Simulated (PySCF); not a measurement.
Which determinant of SnC⁺ lies lowest?

Unrestricted PBE0; Sn cc-pVDZ-PP with ECP28, C cc-pVDZ; scalar-relativistic core potentials (PySCF 2.14). Outer shells of the fragments: Sn+ 4d10 5s2 5p1; C 2s2 2p2.

Followed along the bond (rough minima from three points):

```csv
2Ms+1,unpaired,⟨S²⟩ at the start,R at minimum (Å),Te (eV)
4,"σ ↑, π ↑↑",3.75,2.13,0.00
2,"σ ↑, π ↑↓",1.76,2.14,0.65
2,σ ↑,0.86,2.20,1.59
2,π ↑,0.75,none in the scan,≤ 1.25
```

Solutions found at the starting distance of 2.160 Å, counted from the lowest of them; the search is not exhaustive and high or unbound solutions are not listed, so other states can lie among these:

| 2Ms+1 | unpaired | term | E (eV) | ⟨S²⟩ | ⟨Lz²⟩ | μ (D) |
| --- | --- | --- | --- | --- | --- | --- |
| 4 | σ ↑, π ↑↑ | ⁴Σ⁻ | 0.00 | 3.75 | 0.00 | -0.90 |
| 2 | σ ↑, π ↑↓ | mixed | 0.65 | 1.76 | 2.01 | -0.84 |
| 2 | σ ↓, π ↑↑ | mixed | 0.65 | 1.77 | 0.00 | -1.05 |
| 2 | π ↑ | ²Π | 1.41 | 0.75 | 1.00 | -0.42 |
| 2 | σ ↑ | mixed | 1.59 | 0.86 | 2.00 | -0.22 |
| 2 | π ↑ | mixed | 2.02 | 1.15 | 1.00 | -0.81 |

A term symbol is given only where ⟨S²⟩ and ⟨Lz²⟩ are close to those of a pure state; real π, δ and φ orbitals otherwise mix terms. A positive dipole points towards C; it is taken about the centre of mass and depends on that origin.

Spin–orbit coupling is left out.
